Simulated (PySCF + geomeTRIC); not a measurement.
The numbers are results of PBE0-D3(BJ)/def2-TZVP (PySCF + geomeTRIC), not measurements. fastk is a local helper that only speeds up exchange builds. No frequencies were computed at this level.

```python
import json, numpy as np
from pyscf import gto, dft
from fastk import lowrank_exchange
atoms = """
C     -1.326590     0.009335    -0.000896
C     -0.034119    -0.031173     0.005239
C      1.261676    -0.075824     0.012302
F      2.030762     1.020773    -0.178978
H     -1.892914     0.179476     0.901211
H     -1.894170    -0.136977    -0.906410
H      1.855356    -0.965612     0.167534
"""
def scf(charge, spin, dm0=None):
    mol = gto.M(atom=atoms, basis='def2-tzvp', ecp={}, charge=charge, spin=spin, verbose=3, max_memory=3780)
    mf = dft.KS(mol, xc='pbe0').density_fit(auxbasis="def2-universal-jkfit")
    mf.disp = 'd3bj'
    mf.grids.level = 3
    mf.conv_tol = 1e-8
    mf.max_cycle = 60
    mf.kernel(dm0)
    if not mf.converged:
        mf = mf.newton().run(mf.mo_coeff, mf.mo_occ).undo_soscf()
    return mf
mf = scf(0, 0)
from pyscf.geomopt.geometric_solver import kernel as optimize
path = []
done, mol = optimize(mf, maxsteps=80, assert_convergence=False, callback=lambda env: path.append((env["energy"], bool(env["g_scanner"].converged))))
res = dict(converged=bool(done and path[-1][1]), energy=path[-1][0], path=[e for e, c in path], xyz=mol.atom_coords(unit="Angstrom").tolist(), nao=mol.nao)
json.dump(res, open("result.json", "w"))
```

Output:

```
converged SCF energy = -215.73445066976
Geometry optimization cycle 1
converged SCF energy = -215.73445067474
cycle 1: E = -215.734450675  dE = -215.734  norm(grad) = 0.014912
Geometry optimization cycle 2
converged SCF energy = -215.734598290703
cycle 2: E = -215.734598291  dE = -0.000147616  norm(grad) = 0.00584715
Geometry optimization cycle 3
converged SCF energy = -215.734610021783
cycle 3: E = -215.734610022  dE = -1.17311e-05  norm(grad) = 0.0071302
Geometry optimization cycle 4
converged SCF energy = -215.734701422498
cycle 4: E = -215.734701422  dE = -9.14007e-05  norm(grad) = 0.00130213
Geometry optimization cycle 5
converged SCF energy = -215.734706027825
cycle 5: E = -215.734706028  dE = -4.60533e-06  norm(grad) = 0.000748592
Geometry optimization cycle 6
converged SCF energy = -215.734709293739
cycle 6: E = -215.734709294  dE = -3.26591e-06  norm(grad) = 0.000610732
Geometry optimization cycle 7
converged SCF energy = -215.734709736121
cycle 7: E = -215.734709736  dE = -4.42382e-07  norm(grad) = 0.000425361
Geometry optimization cycle 8
converged SCF energy = -215.734709299739
cycle 8: E = -215.7347093  dE = 4.36383e-07  norm(grad) = 0.000271382
Geometry optimization cycle 9
converged SCF energy = -215.734708870871
cycle 9: E = -215.734708871  dE = 4.28868e-07  norm(grad) = 0.000600194
<class 'geometric.internal.Distance'> : 6
<class 'geometric.internal.Angle'> : 4
<class 'geometric.internal.LinearAngle'> : 2
<class 'geometric.internal.OutOfPlane'> : 2
<class 'geometric.internal.Dihedral'> : 4
<class 'geometric.internal.TranslationX'> : 1
<class 'geometric.internal.TranslationY'> : 1
<class 'geometric.internal.TranslationZ'> : 1
<class 'geometric.internal.RotationA'> : 1
<class 'geometric.internal.RotationB'> : 1
<class 'geometric.internal.RotationC'> : 1
Step    0 : Gradient = 5.636e-03/8.508e-03 (rms/max) Energy = -215.7344506747
Step    1 : Displace = 1.168e-02/2.088e-02 (rms/max) Trust = 1.000e-01 (=) Grad = 2.210e-03/4.383e-03 (rms/max) E (change) = -215.7345982907 (-1.476e-04) Quality = 0.639
Step    2 : Displace = 2.113e-02/4.137e-02 (rms/max) Trust = 1.000e-01 (=) Grad = 2.695e-03/3.622e-03 (rms/max) E (change) = -215.7346100218 (-1.173e-05) Quality = 0.075
Step    3 : Displace = 7.735e-03/1.454e-02 (rms/max) Trust = 1.057e-02 (-) Grad = 4.922e-04/9.270e-04 (rms/max) E (change) = -215.7347014225 (-9.140e-05) Quality = 1.040
Step    4 : Displace = 3.060e-03/5.589e-03 (rms/max) Trust = 1.494e-02 (+) Grad = 2.829e-04/5.677e-04 (rms/max) E (change) = -215.7347060278 (-4.605e-06) Quality = 0.848
Step    5 : Displace = 2.750e-03/4.276e-03 (rms/max) Trust = 2.113e-02 (+) Grad = 2.308e-04/4.138e-04 (rms/max) E (change) = -215.7347092937 (-3.266e-06) Quality = 0.981
Step    6 : Displace = 2.303e-03/3.507e-03 (rms/max) Trust = 2.989e-02 (+) Grad = 1.608e-04/3.036e-04 (rms/max) E (change) = -215.7347097361 (-4.424e-07) Quality = 0.277
Step    7 : Displace = 1.190e-03/1.947e-03 (rms/max) Trust = 2.989e-02 (=) Grad = 1.026e-04/1.883e-04 (rms/max) E (change) = -215.7347092997 (+4.364e-07) Quality = -0.444
Step    8 : Displace = 5.458e-04/9.382e-04 (rms/max) Trust = 5.950e-04 (-) Grad = 2.269e-04/4.096e-04 (rms/max) E (change) = -215.7347088709 (+4.289e-07) Quality = -0.223
Converged! =D
```

Cost: roughly 70 core-seconds.
